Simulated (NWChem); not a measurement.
CAuFO; SMILES [O+]#[C-]->[Au][F]

All runs: NWChem. The geometry was optimised at PBE0/def2-SVP. No frequency run checked for a minimum. def2 effective core potentials on Au; no spin-orbit coupling.

Diagonal of the polarisability tensor at CAM-B3LYP/def2-SVPD, static: 32.77, 63.55, 32.77 bohr³.

Q: Find the mean polarisability volume, the molar refraction, and the refractive index that an ideal gas of it would have at 273.15 K and 1 atm.

A: 
1. Mean: one third of the trace = 43.03 bohr³ × 0.14818 Å³/bohr³ = 6.38 Å³.
2. Molar refraction (Lorentz-Lorenz): (4π/3) N_A α = 16.1 cm³/mol.
3. Number density p/kT = 2.687 × 10⁻⁵ Å⁻³; n − 1 = 2π N α = 10.76 × 10⁻⁴.
4. These hold the electronic response alone: vibrational and orientational terms add to the static dielectric constant.
